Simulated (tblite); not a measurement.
Compound: C8H12.
Geometry (GFN2-xTB, Å), atoms numbered from 1 in this order:
```xyz
20
C8H12 angstrom
C     -0.7477    1.9428   -1.0447
C     -0.0183    0.8022   -0.4030
C      1.1738    0.9416    0.1576
C      1.9423   -0.1908    0.7646
C      1.4414   -1.5160    0.2831
C      0.2540   -1.6640   -0.2760
C     -0.7207   -0.5326   -0.4303
C     -1.7650   -0.6109    0.6966
H     -1.7253    2.0828   -0.5848
H     -0.9055    1.7377   -2.1039
H     -0.1849    2.8680   -0.9509
H      1.6585    1.9087    0.1812
H      1.8658   -0.1485    1.8594
H      3.0052   -0.0840    0.5244
H      2.1108   -2.3564    0.4057
H     -0.0827   -2.6323   -0.6199
H     -1.2487   -0.6410   -1.3861
H     -1.2784   -0.4823    1.6606
H     -2.5181    0.1647    0.5801
H     -2.2615   -1.5790    0.6833
```

Level: GFN2-xTB in tblite, geometry and Hessian alike; calculated harmonic values, unscaled, isolated species. Errors from tens to a few hundred cm⁻¹ against measured bands are possible. One conformer, not necessarily the lowest.

Harmonic wavenumbers (cm⁻¹): 55.3, 124.6, 198.8, 221.1, 250.3, 257.8, 340.1, 432.5, 481.1, 531.1, 576.3, 734.9, 759.9, 807.6, 849.7, 915.7, 930.5, 946.8, 977.5, 1011.3, 1024.5, 1045.7, 1082.0, 1091.4, 1135.3, 1153.2, 1172.2, 1196.9, 1278.8, 1288.6, 1328.5, 1354.7, 1356.1, 1398.7, 1405.6, 1458.9, 1484.1, 1486.5, 1498.3, 1499.8, 1730.3, 1756.5, 2882.6, 2902.9, 2944.1, 2994.5, 3011.0, 3026.1, 3033.3, 3040.4, 3040.9, 3052.4, 3053.6, 3069.0.

A = 2811, B = 2087, C = 1422 MHz; mass 108.094 u (most abundant isotopes); point group C1, symmetry number 1.

Task: What is the zero-point energy?

Result: ½Σν̃ = 38340 cm⁻¹ = 458.65 kJ/mol.

Task: Give the ideal-gas entropy at 500 K and 1 bar in the rigid-rotor, harmonic-oscillator model (classical rotation).

Result: Translation 178.01, rotation 123.79, vibration 165.48: S = 467.3 J/(mol K).

Task: And Cp and H(500 K) − H(0)?

Result: Cp = 226.61 J/(mol K), of which vibrations give 193.35 (their classical limit is 54 R = 449.0); H(500 K) − H(0) = 62.31 kJ/mol without the zero-point energy, 45.68 from vibrations.

Task: Blend soft modes into free rotors: weight 1/[1 + (100 cm⁻¹/ν̃)⁴] for the oscillator and the rest for a rotor with moment μB/(μ + B), μ = h/(8π²ν), B = 10⁻⁴⁴ kg m². What vibrational entropy results?

Result: 157.75 J/(mol K) in place of 165.48, which changes −T·S at 500 K by +3.86 kJ/mol.

Task: Which modes carry the vibrational entropy at 500 K?

Result: 55.3 cm⁻¹: 23.61; 124.6 cm⁻¹: 16.89; 198.8 cm⁻¹: 13.07; 221.1 cm⁻¹: 12.21; 250.3 cm⁻¹: 11.22; 257.8 cm⁻¹: 10.99 J/(mol K); the other 48 give 77.50 together.

Task: What must be added to the electronic energy to get the Gibbs energy at 500 K and 1 bar?

Result: ZPE + [H(500 K) − H(0)] − T·S = 458.65 + 62.31 − 233.64 = 287.32 kJ/mol.

Hindered rotation and anharmonicity are outside this model. Other conformers, if any are populated, would add a mixing term that is left out. The structure is chiral; the term R ln 2 for an equal mix with its mirror image is left out.
